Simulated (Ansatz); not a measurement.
`C=NB[SiH3]` + H₂ → `BN=C` + SiH₄ at 400 K and 1 bar (hydrogenolysis of a B–Si bond).

Program: Ansatz. Geometries: PBE0-D4/def2-TZVP. ΔE: electronic, gas phase. CCSD(T)/CBS is the MP2 limit (def2-TZVPP, def2-QZVPP) plus CCSD(T) − MP2 in def2-TZVPP, frozen cores. This one scheme is used for every species. One conformer a species, not always the lowest.

| species | CCSD(T)/CBS energy (Eh) | H − E (kJ/mol) | S (J/(mol·K)) |
| --- | --- | --- | --- |
| `C=NB[SiH3]` | -410.21746 | 208.6 | 353.6 |
| H₂ | -1.17544 | 38.0 | 139.0 |
| `BN=C` | -119.93970 | 154.7 | 272.9 |
| SiH₄ | -291.46306 | 96.9 | 218.6 |

H − E and S are ideal-gas, rigid-rotor, harmonic terms from PBE0-D4/def2-TZVP, for one conformer and one mirror image of each species. The MP2-based limit puts H₂ 0.8 mEh under its directly extrapolated value; such offsets cancel only in part. 1 Eh = 2625.50 kJ/mol, R = 8.31446 J/(mol·K).

Task: By hand: ΔE, ΔH, ΔS and ΔG.

Result: ΔE = (-119.93970) + (-291.46306) − (-410.21746) − (-1.17544) = -0.00986 Eh = -25.9 kJ/mol. Δ(H − E) = 154.7 + 96.9 − 208.6 − 38.0 = 5.0, so ΔH = -20.9 kJ/mol. ΔS = 272.9 + 218.6 − 353.6 − 139.0 = -1.1 J/(mol·K). ΔG = -20.9 − 400 × (-1.1)/1000 = -20.5 kJ/mol.

Task: By hand: the equilibrium constant, and the temperature at which ΔG would vanish if ΔH and ΔS stayed fixed.

Result: log₁₀ K = −ΔG/(RT ln 10) = 2.7. ΔG = 0 at ΔH/ΔS = 19000 K, far beyond where these terms or the molecules hold.

The number of gas molecules stays the same, so ΔS is small and ΔH decides. A doubt of 5 kJ/mol in ΔE shifts log₁₀ K by 0.7 here. Other conformers and mirror images would add mixing entropy, several J/(mol·K) or more a flexible species. These are equilibria of isolated gas molecules and say nothing of rates. Largest T1 diagnostic: 0.017 (customary marks: 0.02 for closed shells, 0.045 for open ones).
